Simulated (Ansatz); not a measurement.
Isomers of CH4FGaO, B3LYP-D3(BJ)/def2-TZVP minima from an xTB search, which can miss the lowest.
Isomer 1, SMILES [CH3][Ga]([OH])[F] (charge 0, multiplicity 1):
```
atom    x (Å)    y (Å)    z (Å)
----  -------  -------  -------
C     -1.3234  -0.2131  -0.0785
Ga     0.5541   0.2924   0.0584
O      1.9591  -0.8080  -0.0259
F      1.0495   1.9809   0.2912
H     -1.8469   0.0815   0.8306
H     -1.4155  -1.2880  -0.2199
H     -1.7798   0.3063  -0.9205
H      2.8029  -0.3520   0.0646
```
Isomer 2, SMILES C[O][GaH][F] (charge 0, multiplicity 1):
```
atom    x (Å)    y (Å)    z (Å)
----  -------  -------  -------
C     -1.2334  -0.1937   0.1095
O      0.0035  -0.8010  -0.2434
Ga     1.5695   0.0280  -0.2057
F      1.4577   1.7121   0.3220
H     -1.1187   0.8472   0.4225
H     -1.6881  -0.7569   0.9284
H     -1.9081  -0.2276  -0.7498
H      2.9176  -0.6081  -0.5834
```

Correlated levels freeze the cores. Filled d and f shells under p-block atoms count as core. MP2 and its Hartree–Fock in cc-pVQZ are density fitted.

The values were computed with Ansatz (a first-principles code). Values without a source in brackets are computed.

The energy of isomer 2 above isomer 1 is E(isomer 2) − E(isomer 1). Total energies (hartree):

```tsv
level	isomer 2	isomer 1
HF/cc-pVTZ	-2137.9229052	-2137.9560875
MP2/cc-pVTZ	-2138.6741885	-2138.7148467
HF/cc-pVQZ	-2137.9454985	-2137.9787085
MP2/cc-pVQZ	-2138.7562228	-2138.7975601
CCSD(T)/cc-pVTZ	-2138.7177951	-2138.7561563
```

**Question.** Work out the energy of isomer 2 above isomer 1 at the basis-set limit: extrapolate the MP2 correlation part as X⁻³, take Hartree–Fock from the larger set, and add the CCSD(T) − MP2 difference of cc-pVTZ.

**Answer.** 
1. Differences (1 hartree = 627.509 kcal/mol): HF/cc-pVTZ 20.822; MP2/cc-pVTZ 25.513; HF/cc-pVQZ 20.840; MP2/cc-pVQZ 25.940; CCSD(T)/cc-pVTZ 24.072.
2. Correlation parts, MP2 less HF: 4.691 in cc-pVTZ (X = 3), 5.100 in cc-pVQZ (X = 4).
3. Limit (4³·(5.100) − 3³·(4.691))/(4³ − 3³) = 5.398; with HF/cc-pVQZ it gives 26.238.
4. CCSD(T) less MP2 in cc-pVTZ: -1.441.
Result: 24.80 kcal/mol, against 25.51 at MP2/cc-pVTZ. It is an estimate of this method's limit, not of the exact value.
